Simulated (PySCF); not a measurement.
PySCF 2.14 output of an unrestricted LDA calculation on a single atom or ion in aug-cc-pVDZ-X2C, with scalar relativity by spin-free X2C-1e:

```
SCF conv_tol = 1e-09
number electrons alpha = 19  beta = 18
    P. A. M. Dirac.,  Math. Proc. Cambridge Philos. Soc. 26, 376 (1930)
    F. Bloch.,  Z. Phys. 57, 545 (1929)
    S. H. Vosko, L. Wilk, and M. Nusair.,  Can. J. Phys. 58, 1200 (1980)
cycle= 1 E= -2976.92305020656  delta_E= -0.00178  |g|= 0.00174  |ddm|=    1
cycle= 2 E= -2976.9230620916  delta_E= -1.19e-05  |g|= 0.00014  |ddm|= 0.131
cycle= 3 E= -2976.92306225995  delta_E= -1.68e-07  |g|= 1.21e-05  |ddm|= 0.017
cycle= 4 E= -2976.92306226137  delta_E= -1.42e-09  |g|= 4.42e-07  |ddm|= 0.00175
cycle= 5 E= -2976.92306226137  delta_E= 4.55e-13  |g|= 8.67e-09  |ddm|= 2.38e-05
converged SCF energy = -2976.92306226137  <S^2> = 0.75000845  2S+1 = 2.0000084
```

The run itself started from symmetry-adapted Hartree-Fock orbitals and held the occupation by maximum overlap, on a logarithmic radial grid, so the iterations belong to that start.

Q: Which element, charge and spin multiplicity is this?

A: Rb (rubidium, neutral), multiplicity 2; the state was [Kr] 5p1, 2P determinant (an excited configuration).
